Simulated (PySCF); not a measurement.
Compound: C6H7F3Si.
Atom-mapped SMILES: `[CH3:1][Si@H:2]1[CH:3]=[CH:4][C:5]([C:6]([F:7])([F:8])[F:9])=[CH:10]1` (hydrogens: H11, H12, H13 on C1; H14 on Si2; H15 on C3; H16 on C4; H17 on C10)

The same species was optimised twice, with GFN2-xTB and with PBE0-D3(BJ)/def2-SVP (PySCF), and the same property calculations (PySCF, gas phase) were run on both structures.

| coordinate | GFN2-xTB | PBE0-D3(BJ)/def2-SVP | change |
| --- | --- | --- | --- |
| C4–C5 (Å) | 1.460 | 1.484 | +0.024 |
| C1–Si2 (Å) | 1.896 | 1.875 | -0.021 |
| Si2–C10 (Å) | 1.896 | 1.882 | -0.014 |
| Si2–C3 (Å) | 1.891 | 1.877 | -0.014 |
| C3=C4 (Å) | 1.337 | 1.348 | +0.011 |
| C5=C10 (Å) | 1.337 | 1.347 | +0.010 |
| C6–F7 (Å) | 1.342 | 1.332 | -0.010 |
| C6–F9 (Å) | 1.349 | 1.339 | -0.010 |
| C6–F8 (Å) | 1.348 | 1.340 | -0.008 |
| C5–C6 (Å) | 1.497 | 1.501 | +0.004 |
| C3–Si2–C10 (°) | 89.0 | 92.0 | +3.0 |
| Si2–C3–C4 (°) | 109.6 | 107.5 | -2.1 |
| Si2–C10–C5 (°) | 108.4 | 106.7 | -1.7 |
| C5–C6–F8 (°) | 112.4 | 110.7 | -1.7 |
| F7–C6–F9 (°) | 106.2 | 107.7 | +1.5 |
| F7–C6–F8 (°) | 106.2 | 107.7 | +1.5 |
| C5–C6–F9 (°) | 112.2 | 111.0 | -1.2 |
| F8–C6–F9 (°) | 105.8 | 106.9 | +1.1 |
| C4–C5–C6–F7 (°) | 178 | 178 | 0 |

Rotational constants: A = 2466, B = 637.6, C = 588.3 MHz (GFN2-xTB) against A = 2456, B = 646.4, C = 593.2 MHz (PBE0-D3(BJ)/def2-SVP). Point groups within 0.08 Å: C1 and C1.

On the GFN2-xTB structure: HOMO (eV) -7.23 [PBE0/pcSseg-1]; LUMO (eV) -1.98 [PBE0/pcSseg-1]; dipole (D) 3.36 [PBE0/pcSseg-1]; GIAO shielding of C1 (ppm) 193.9 [PBE0/pcSseg-1]; GIAO shielding of Si2 (ppm) 362.5 [PBE0/pcSseg-1]; GIAO shielding of C3 (ppm) 45.9 [PBE0/pcSseg-1]; GIAO shielding of C4 (ppm) 35.2 [PBE0/pcSseg-1]; GIAO shielding of C5 (ppm) 31.5 [PBE0/pcSseg-1]; GIAO shielding of C6 (ppm) 55.0 [PBE0/pcSseg-1]; GIAO shielding of F7/F8/F9 (mean) (ppm) 253.8 [PBE0/pcSseg-1]; GIAO shielding of C10 (ppm) 45.6 [PBE0/pcSseg-1].

Task: What do these properties become on the PBE0-D3(BJ)/def2-SVP structure?

Result: 
```
                                    property          level  on GFN2-xTB  on PBE0-D3(BJ)/def2-SVP  change
                                   HOMO (eV)  PBE0/pcSseg-1        -7.23                    -7.27   -0.04
                                   LUMO (eV)  PBE0/pcSseg-1        -1.98                    -1.97   +0.01
                                  dipole (D)  PBE0/pcSseg-1         3.36                     2.84   -0.52
energy, GFN2-xTB geometry as zero (kcal/mol)  PBE0/pcSseg-1          0.0                     -1.5    -1.5
                  GIAO shielding of C1 (ppm)  PBE0/pcSseg-1        193.9                    191.4    -2.5
                 GIAO shielding of Si2 (ppm)  PBE0/pcSseg-1        362.5                    361.4    -1.1
                  GIAO shielding of C3 (ppm)  PBE0/pcSseg-1         45.9                     43.9    -2.0
                  GIAO shielding of C4 (ppm)  PBE0/pcSseg-1         35.2                     31.0    -4.2
                  GIAO shielding of C5 (ppm)  PBE0/pcSseg-1         31.5                     26.4    -5.1
                  GIAO shielding of C6 (ppm)  PBE0/pcSseg-1         55.0                     57.8    +2.8
     GIAO shielding of F7/F8/F9 (mean) (ppm)  PBE0/pcSseg-1        253.8                    260.8    +7.0
                 GIAO shielding of C10 (ppm)  PBE0/pcSseg-1         45.6                     46.3    +0.7
```

The heavy atoms differ by 0.025 Å rms after alignment. Among bonds between heavy atoms C4–C5 changes most (+0.024 Å). Changes are differences of the printed values. Neither structure is proved a minimum here.

Shape of the structure used: `[CH3:1][Si@H:2]1[CH:3]=[CH:4][C:5]([C:6]([F:7])([F:8])[F:9])=[CH:10]1`: C4–C5–C6–F7 178°.
